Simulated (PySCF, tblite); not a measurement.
Rigid-rotor lines calculated for a species of formula C2H6O3Si (commonest isotopes; PBE0/pcSseg-1 in PySCF (dipole) on a GFN2-xTB geometry, gas phase), labelled J(Ka,Kc):

| transition | MHz |
| --- | --- |
| 1(0,1) ← 0(0,0) | 2650.7 |
| 2(0,2) ← 1(0,1) | 5300.8 |
| 2(1,1) ← 1(1,0) | 5402.1 |
| 1(1,1) ← 0(0,0) | 14542.3 |
| 2(1,2) ← 1(1,1) | 5200.8 |

Find the rotational constants.

1(0,1) ← 0(0,0) is B + C, 2(1,1) ← 1(1,0) is 3B + C and 2(1,2) ← 1(1,1) is B + 3C, so B − C is half the difference of the last two, 100.7 MHz. 1(1,1) ← 0(0,0) is A + C. A = 13267.3, B = 1375.7, C = 1275.0 MHz.

What moments of inertia, asymmetry and inertial defect follow?

I = 505379 MHz·u·Å² over each constant: Ia = 38.09, Ib = 367.37, Ic = 396.37 u·Å²; κ = (2B − A − C)/(A − C) = -0.983 (near-prolate asymmetric top); Δ = Ic − Ia − Ib = -9.09 u·Å².

Which dipole components do these lines need?

μa and μb (a-type: ΔKa even, ΔKc odd; b-type: both odd). The calculation gives |μa| = 2.71 D, |μb| = 0.21 D, |μc| = 0.00 D.

Where do these fall, and of which type are they? 2(2,1) ← 2(1,2); 2(2,0) ← 1(1,1); 2(1,1) ← 2(1,2); 1(1,0) ← 1(0,1); 2(2,0) ← 2(1,1); 2(1,2) ← 1(0,1); 2(1,1) ← 2(0,2); 2(2,1) ← 1(1,0).

```csv
transition,MHz,type,branch
"2(1,1) ← 2(1,2)",302,a,Q
"1(1,0) ← 1(0,1)",11992,b,Q
"2(1,1) ← 2(0,2)",12094,b,Q
"2(1,2) ← 1(0,1)",17092,b,R
"2(2,0) ← 2(1,1)",35675,b,Q
"2(2,1) ← 2(1,2)",35977,b,Q
"2(2,1) ← 1(1,0)",41077,b,R
"2(2,0) ← 1(1,1)",41178,b,R
```

Which structure gave them?

`CO[SiH2]OC=O`, point group Cs. Three constants can't fix a structure by themselves; this is the one that was computed:
```xyz
12
C2H6O3Si angstrom
C     -2.361    0.090   -0.197
O     -1.029   -0.253   -0.427
Si     0.265    0.258    0.379
O      1.396   -0.587   -0.490
C      2.673   -0.523   -0.232
O      3.182    0.126    0.632
H     -2.667   -0.197    0.811
H     -2.508    1.166   -0.309
H     -2.976   -0.437   -0.925
H      0.497    1.692    0.240
H      0.280   -0.176    1.772
H      3.250   -1.160   -0.928
```

The values belong to one conformer (point group Cs) with, in the numbering `[CH3:1][O:2][SiH2:3][O:4][CH:5]=[O:6]`, C1–O2–Si3–O4 180°, O2–Si3–O4–C5 180°, Si3–O4–C5–O6 0°. Its GFN2-xTB frequencies are all real (lowest 55 cm⁻¹). Constants of a rigid frame at the computed geometry: no zero-point averaging, no centrifugal distortion. A rigid rotor knows nothing of internal rotation, which can split or shift real lines.
